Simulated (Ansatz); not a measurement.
PBE exchange is replaced step by step with exact exchange (0 % is PBE, 25 % PBE0; no dispersion term), basis def2-TZVPD, Ansatz. System: SnBr2⁻ (the lowest doublet isomer of a short search). Total charge -1; doublet. Geometry: PBE-D4/def2-TZVPD, each spin state at its own.

Geometry of the doublet:

Cartesian coordinates in Å:
```
Sn -0.552 0.523 -0.881
Br 1.262 -1.469 -0.893
Br -0.710 0.946 1.774
```

In the def2 sets Sn takes a core potential; there is no spin–orbit coupling. At PBE-D4/def2-TZVPD, PBE with 5 % exact exchange/def2-TZVPD, PBE with 10 % exact exchange/def2-TZVPD, PBE with 15 % exact exchange/def2-TZVPD the highest occupied level of the charge -1 doublet lies above zero (up to 0.64 eV). By energy differences its removal costs 1.83 eV (vertical, to the charge 0 singlet, at PBE-D4/def2-TZVPD); a positive level beside a positive removal energy at the same level points to self-interaction error. At PBE-D4/def2-TZVPD, PBE with 5 % exact exchange/def2-TZVPD, PBE with 10 % exact exchange/def2-TZVPD the highest occupied level of the charge -1 quartet lies above zero (up to 0.53 eV). It is a level of α spin, whose loss leaves a triplet; that state wasn't run at this geometry and level. The electron is either unbound and held by the finite basis, or the level is raised by self-interaction error. The structure comes from a short search, and lower isomers may exist.

HOMO and LUMO are taken over both spins.

| exact exchange (%) | HOMO (eV) | LUMO (eV) | gap (eV) | ⟨S²⟩ | quartet − doublet (kJ/mol) |
| --- | --- | --- | --- | --- | --- |
| 0 | 0.64 | 1.67 | 1.03 | 0.753 | 245.1 |
| 5 | 0.46 | 1.81 | 1.35 | 0.753 | 244.9 |
| 15 | 0.09 | 2.09 | 2.00 | 0.754 | 244.3 |
| 25 | -0.28 | 2.38 | 2.66 | 0.754 | 243.3 |
| 35 | -0.66 | 2.66 | 3.31 | 0.755 | 241.9 |
| 50 | -1.23 | 3.07 | 4.30 | 0.757 | 239.2 |

Question: Fit a straight line to the column «quartet − doublet (kJ/mol)» against the share of exact exchange and predict its value at 10 %.

Answer: With x = exact exchange (%) and y = quartet − doublet (kJ/mol): mean x = 21.67, mean y = 243.1; Σ(x − x̄)(y − ȳ) = -207.2, Σ(x − x̄)² = 1783; slope b = -0.1162, intercept a = ȳ − b·x̄ = 245.6. The residuals of the fitted rows reach 0.6. At x = 10 the line gives 245.6 + (-0.1162 × 10) = 244.4; the run gave 244.6, 0.2 more than the line.
